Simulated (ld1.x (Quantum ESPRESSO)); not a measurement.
**Reading a pseudo-wave (Xe (Z = 54))**

Columns: radius, all-electron u(r) and pseudo u(r) of the 5p shell (level -8.34 eV) of xenon in the configuration [Kr] 4d10 5s2 5p6; BP86, scalar-relativistic, TM semilocal scheme, ld1.x (Quantum ESPRESSO) 7.5.

| r (bohr) | all-electron | pseudo |
| --- | --- | --- |
| 0.080 | 0.1259 | -0.0041 |
| 0.160 | -0.1494 | -0.0159 |
| 0.240 | -0.2236 | -0.0347 |
| 0.320 | -0.0805 | -0.0589 |
| 0.400 | 0.1200 | -0.0868 |
| 0.480 | 0.2751 | -0.1166 |
| 0.560 | 0.3499 | -0.1468 |
| 0.640 | 0.3473 | -0.1765 |
| 0.720 | 0.2858 | -0.2056 |
| 0.800 | 0.1867 | -0.2350 |
| 0.880 | 0.0682 | -0.2659 |
| 0.960 | -0.0562 | -0.3003 |
| 1.040 | -0.1772 | -0.3397 |
| 1.120 | -0.2892 | -0.3855 |
| 1.200 | -0.3890 | -0.4378 |
| 1.280 | -0.4752 | -0.4949 |
| 1.360 | -0.5477 | -0.5532 |
| 1.440 | -0.6068 | -0.6076 |
| 1.520 | -0.6536 | -0.6536 |
| 1.600 | -0.6890 | -0.6890 |
| 1.680 | -0.7144 | -0.7144 |
| 1.760 | -0.7309 | -0.7309 |
| 1.840 | -0.7397 | -0.7397 |
| 1.920 | -0.7418 | -0.7418 |
| 2.000 | -0.7384 | -0.7384 |
| 2.080 | -0.7304 | -0.7304 |

Problem. How many radial nodes do the two functions have?

Solution. The all-electron 5p function has n − l − 1 = 3; the pseudo-wave has 0, since the states of the same l below it are removed with the core.

Problem. At about which radius was the pseudo-wave matched?

Solution. 1.60 bohr, where the columns begin to agree (steps of 0.08 bohr).

Problem. Where does each function peak?

Solution. Outermost all-electron maximum near 1.92 bohr, pseudo maximum near 1.92 bohr (to the table’s step).

Problem. Is the pseudo-wave norm-conserving?

Solution. Yes: the TM semilocal scheme keeps the norm inside the radius equal to the all-electron one, which fixes the energy derivative of the logarithmic derivative at the level.
